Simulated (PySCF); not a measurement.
# Reading the logs of faulty runs: BClH5Si2

Calculated results; nothing here was measured. The program is PySCF 2.14.0, an open-source quantum chemistry code, run on an isolated molecule that a program drew, which may never have been made. The molecule is BClH5Si2 (charge 0, doublet), drawn as the SMILES string `B[Si]([SiH3])Cl`.

Each row is a Hartree-Fock (HF) and frozen-core CCSD(T) single point in the cc-pV(D+d)Z basis, meant for a local HF minimum. Run 1 is clean. Each other run has one planted mistake out of seven kinds, and not every kind appears here: one electron removed, one electron added, multiplicity raised by two, geometry at a saddle point, minimal basis STO-3G, one bond length entered in bohr, all coordinates scaled. The reference is restricted for singlets and unrestricted otherwise, and also for a bond in bohr. Adding or removing an electron swaps singlet and doublet. Electrons count all cores. HOMO and LUMO are orbital energies over both spins, the gradient is its largest component, and the lowest frequency (negative if imaginary) is given only where the gradient is small. Bond lengths are over the 8 bonds as drawn. T1 is the CCSD diagnostic: over 0.02 (restricted) or 0.045 (unrestricted) a single reference is doubtful.

Geometry of the clean run:
```xyz
9
BClH5Si2, angstrom
B    -0.3801    2.0592    0.0179
Si   -1.8200    0.9914    0.7701
Si   -3.7749    0.1766   -0.2476
Cl   -1.7444    0.4130    2.7647
H    -0.4655    2.3694   -1.1368
H     0.5585    2.3976    0.6766
H    -3.7970   -1.3011   -0.1811
H    -4.9645    0.7146    0.4480
H    -3.7711    0.6194   -1.6596
```

```
run,electrons,basis functions,<S^2>,HOMO (eV),LUMO (eV),gradient (hartree/bohr),lowest frequency (cm^-1),mean bond (Å),longest bond (Å),T1,HF (hartree),CCSD(T) (hartree),mistake
1,55,108,0.763,-8.30,0.24,1.8e-05,40,1.6506,2.350,0.0166,-1064.96603,-1065.44836,no fault
2,55,108,0.770,-8.37,0.14,4.3e-02,-,1.8074,2.573,0.0206,-1064.91034,-1065.39915,all coordinates scaled
3,55,108,3.772,-5.86,-2.55,6.6e-02,-,1.6506,2.350,0.0240,-1064.79126,-1065.27260,multiplicity raised by two
4,54,108,0.000,-16.50,-6.59,5.1e-02,-,1.6506,2.350,0.0176,-1064.69282,-1065.16175,?
```

**Which mistake was planted in run 4, and what did it cost?**

It counts 54 electrons, one fewer than the clean run, at the same geometry and basis. So the mistake is: one electron removed. Subtracting run 1 and multiplying by 627.51 kcal/mol a hartree, the energy moved by 171.4 kcal/mol in HF and 179.9 kcal/mol in CCSD(T).

